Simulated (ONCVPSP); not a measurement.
Before and after: ONCV potential for sulfur

- Element: sulfur
- Generator: ONCVPSP 4.0.1
- Type: optimised norm-conserving Vanderbilt (ONCV)
- Functional: LDA (Perdew-Wang 92)
- Relativity: scalar-relativistic
- Frozen core: [Ne]
- Valence charge: 6
- Reference configuration: 3s2 3p3 (charge +1)
- Partial waves: 3s: rc 1.25 bohr, ncon 3, nbas 7, qcut 5.8 1/bohr, local; 3p: rc 1.70 bohr, ncon 4, nbas 7, qcut 4.4 1/bohr, 1 projector
- Local potential: the s channel
- Core correction: none

Change: all radii scaled by about 1.07 (s 1.34, p 1.82 bohr).

Cutoffs: the cutoffs (Ha) at which the residual kinetic energy of the hardest occupied pseudo-wave falls to 1 and 0.1 mHa per electron; they do not see the model core or the augmentation charge, which bear on the density cutoff. Errors are all-electron minus pseudo energies relative to the spin-unpolarised reference configuration.

Q: How do hardness, ghosts and transferability respond?

A: The potential gets softer (13 Ha and 23 Ha → 13 Ha and 17 Ha); the errors of the 4 common tests hardly move; neither file shows a bound ghost. A larger radius leaves more room for a smooth pseudo-wave, so fewer plane waves are needed.

| quantity | base | changed |
| --- | --- | --- |
| cutoff, loose | 13 Ha | 13 Ha |
| cutoff, tight | 23 Ha | 17 Ha |
| loose cutoff by channel | s 13 Ha, p 6.2 Ha | s 13 Ha, p 6.1 Ha |
| bound ghosts | none | none |
| GHOST(+) flags under 300 eV | none | none |
| error for 3s2 3p4, meV [ΔE -11.86 eV] | +5.6 | +5.5 |
| error for 3s2 3p2, meV [ΔE 22.37 eV] | +12 | +11 |
| error for 3s2 3p1, meV [ΔE 56.52 eV] | +76 | +72 |
| error for 3s0 3p6, meV [ΔE 8.75 eV] | +11 | +12 |
